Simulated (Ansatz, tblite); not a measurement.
Cost and result up the ladder for [Cu(OH)4]- (CuO₄H₄⁻) (9 atoms). Total charge -1; singlet. Geometry: PBE0-D4/def2-SVPD.

```tsv
atom	x (Å)	y (Å)	z (Å)
Cu1	0.000	0.000	0.000
O2	1.060	-0.040	-1.489
H3	1.925	0.115	-1.095
O4	-1.472	-0.308	-1.039
H5	-1.065	-0.359	-1.911
O6	-1.060	0.040	1.489
H7	-1.925	-0.115	1.095
O8	1.472	0.308	1.039
H9	1.066	0.359	1.911
```

Ansatz on 4 threads of Arm Neoverse V1 on a shared host; xTB runs through tblite on one thread. Times are rough, summed over both states, and most runs start from the orbitals of an earlier one. PBE0-D4/def2-TZVPD serves as the yardstick here, not as an exact answer. The other state is a doublet.

The xTB rows come from tblite. HOMO above LUMO, or a gap near zero within one spin, warns that the state may not be the lowest or that an electron is smeared out.

Run but left out: PBE-D4/def2-TZVPD (neutral doublet: an occupied level 0.01 eV above an empty one).

Raw xTB energies of ions are shifted by several eV.

```csv
level,functions,wall time
GFN2-xTB,29,0.008 s
GFN1-xTB,33,0.026 s
r2SCAN-D4/def2-TZVPD,244,25 s
PBE0-D4/def2-TZVPD,244,36 s
```

Task: Estimate what each level gives for the vertical IE (eV).

Result: 
```tsv
level	vertical IE (eV)	difference from PBE0-D4/def2-TZVPD (eV)	remarks
GFN2-xTB	9.31	4.49	–
GFN1-xTB	8.15	3.32	–
r2SCAN-D4/def2-TZVPD	4.19	-0.64	gap within one spin near zero (doublet)
PBE0-D4/def2-TZVPD	4.83	0.00	–
```
